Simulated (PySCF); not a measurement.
## How methods differ on the excitation energy of Nb

Nb [Kr] 4d4 5s1 (6D) → Nb [Kr] 4d5 (6S), as a difference of total energies. Computed with PySCF 2.14 in def2-TZVPPD with the def2 core potential (28 electrons) (6s4p3d2f1g, 56 functions), with scalar relativity through the core potential. Correlated levels: valence: 4s2 4p6 frozen; valence and next inner shell: nothing frozen outside the core potential. The calculations carry no spin-orbit coupling.

```
                                method  excitation energy (cm⁻¹)
                                   UHF                     14144
                                   LDA                     10660
                                   PBE                     10962
                                  PBE0                     11010
                                r2SCAN                     13225
                             BHandHLYP                     11877
                                 M06-L                     10985
                               wB97X-V                     11039
                               LC-wPBE                     10585
                         MP2 (valence)                     11993
                     SCS-MP2 (valence)                     13427
    MP2 (valence and next inner shell)                     11815
SCS-MP2 (valence and next inner shell)                     13108
```
